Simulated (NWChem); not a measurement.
System: SnN2H4ClF; SMILES [NH2][Sn]([NH2])([F])[Cl]

```xyz
9

N     -1.6123    -1.1536    -0.8301
Sn    -0.0117    -0.3454     0.0775
N      1.7057    -0.8253    -0.8454
F     -0.1273    -1.0303     1.8862
Cl    -0.0059     1.9870     0.3033
H     -1.8283    -0.7106    -1.7217
H     -2.4443    -1.1119    -0.2433
H      1.9519    -1.8080    -0.7367
H      2.4882    -0.2576    -0.5248
```
Atoms are numbered in this order, from 1.

Computed with NWChem. STO-3G and 3-21G are far too small for this property and stand as cheap habits. Coordinates come from a PBE0/def2-SVP (def2 core potentials past Kr) optimisation. Not confirmed as a minimum by frequencies. Field at 589 nm.

Task: What does the run give for B3LYP/STO-3G (all-electron, non-relativistic)? Quantities: isotropic polarisability (bohr³); anisotropy (bohr³).

Result: 
```json
{
  "isotropic polarisability (bohr³)": "30.0",
  "anisotropy (bohr³)": "13.6"
}
```
